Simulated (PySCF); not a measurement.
# `FC1=C(C#C)N=NC(C)=C1`, C$_{7}$H$_{5}$FN$_{2}$

Cartesian coordinates in Å; atom numbers follow the order of the lines, from 1:
```xyz
15

C    -3.8536   -0.1438   -1.1070
C    -2.6853   -0.0565   -0.8456
C    -1.3165    0.0217   -0.4994
N    -0.4914    0.6650   -1.3174
N     0.7684    0.7701   -1.0568
C     1.3001    0.2447    0.0353
C     2.7664    0.4266    0.2344
C     0.5159   -0.4543    0.9655
C    -0.8235   -0.5639    0.6831
F    -1.6474   -1.2163    1.5178
H    -4.8719   -0.2101   -1.3510
H     3.1759    0.9897   -0.5985
H     3.2616   -0.5409    0.2958
H     2.9580    0.9622    1.1626
H     0.9389   -0.8862    1.8593
```

Computed with PySCF 2.14.0, GIAO BHandHLYP/pcSseg-1 magnetisability, rotational g tensor and spin-rotation constants, non-relativistic, gas phase. Geometry: GFN2-xTB.

Question: Give the nuclear spin-rotation constants along the inertial axes (H = +C I·J) beside the isotropic shieldings.

Answer: Rotational constants 2.9193, 0.9978, 0.7471 GHz. A star marks the isotopologue with that one atom substituted, in its own axes.
```
atom  isotope  Caa (kHz)  Cbb (kHz)  Ccc (kHz)  mean (kHz)  σ (ppm)
  N4      14N      1.356      0.239      0.028       0.541   -236.6
  N5      14N      1.164      0.248      0.026       0.480   -192.0
 F10      19F      3.215      1.221      0.307       1.581    312.0
 H11       1H      0.114     -0.115     -0.085      -0.029     28.5
 H12       1H     -0.174      0.002     -0.082      -0.085     28.5
 H13       1H     -0.227     -0.085     -0.012      -0.108     29.0
 H14       1H     -0.226     -0.085     -0.012      -0.108     29.0
 H15       1H     -0.237      0.077     -0.081      -0.081     24.7
  C1     13C*      0.370      0.314      0.253       0.312     89.1
  C2     13C*     -0.044      0.351      0.266       0.191    109.6
  C3     13C*      1.536      0.323      0.110       0.656     43.1
  C6     13C*      1.605      0.404      0.112       0.707     19.2
  C7     13C*      0.376      0.151      0.127       0.218    162.2
  C8     13C*      0.941      0.443      0.089       0.491     67.6
  C9     13C*      1.201      0.515      0.164       0.627      9.1
```
For the geometry as given, no vibrational averaging.
